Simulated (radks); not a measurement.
Spherical jellium clusters: N electrons in a uniform positive sphere of charge N and radius rs N^(1/3), rs = 3.08 bohr. Method: non-relativistic Kohn-Sham, PBEsol, spin-polarised, spherical densities; computed with a radial shooting solver with Libxc functionals. Levels are named by radial order and angular momentum (1s, 1p, 1d, 2s, ...), and open shells are averaged over m.

N = 15, configuration 1s2 1p6 1d(up 5, down 2). This is the lowest configuration that the search found. Occupied and some empty levels:

level    occupation  eigenvalue (eV)  <r> (bohr)
1s up             1          -6.9220       4.735
1s down           1          -6.7088       4.526
1p up             3          -5.3518       5.788
1p down           3          -4.9975       5.700
1d up             5          -3.4955       6.626
1d down           2          -3.0870       6.622
2s up             0          -2.9169       6.005
2s down           0          -2.7270       6.068
1f up             0          -1.4728       7.563
1f down           0          -1.0690       7.693
2p up             0          -1.0495       8.481
2p down           0         -0.84565       8.740

Energy (eV): total -23.2543, kinetic 41.992, external -940.56, Hartree 458.64, exchange-correlation -66.945, background 483.62.
